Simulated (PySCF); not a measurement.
## Basis and Hamiltonian dependence of the excitation energy of Os

Os [Xe] 4f14 5d6 6s2 (5D) → Os [Xe] 4f14 5d7 6s1, s spin flipped. All values are computed (PySCF 2.14, energy differences of UHF-based or UKS calculations, no spin-orbit coupling). Values in eV.

| basis | Hamiltonian | functions | UHF | LDA | PBE0 | MP2 (valence) |
| --- | --- | --- | --- | --- | --- | --- |
| ANO-RCC-VDZP | spin-free X2C | 68 | 1.848 | n/a | n/a | n/a |
| x2c-TZVPPall | spin-free X2C | 97 | 1.915 | 1.496 | 1.492 | 1.655 |
| aug-cc-pVTZ-PP with one added diffuse shell each of s, p, d, f, g type with ECP60MDF | ECP | 113 | 1.919 | 1.571 | 1.471 | 1.651 |
| aug-cc-pVQZ-PP with ECP60MDF | ECP | 135 | 1.917 | 1.570 | 1.469 | 1.577 |

Frozen in the all-electron rows: valence: [Xe] 4f14; with a core potential, the same shells as far as they lie outside it.

In the upper determinant the s electron has its spin opposite to the other open shell, which mixes two multiplicities.
